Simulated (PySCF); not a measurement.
A structure optimised at PBE-D3(BJ)/def2-SVP, used in a PySCF frequency run:

```
B
O 1 1.3652
H 2 0.9763 1 110.53
O 1 1.3731 2 119.64 3 0.00
H 4 0.9718 1 114.27 2 180.00
Se 1 1.9832 2 118.56 3 180.00
H 6 1.4812 1 92.90 2 0.00
```

### Question
Write its SMILES, formula and point group.

### Answer
OB(O)[SeH], BH3O2Se, Cs

### Question
What are its rotational constants (standard atomic weights)?

### Answer
9.7126, 2.7020, 2.1139 GHz
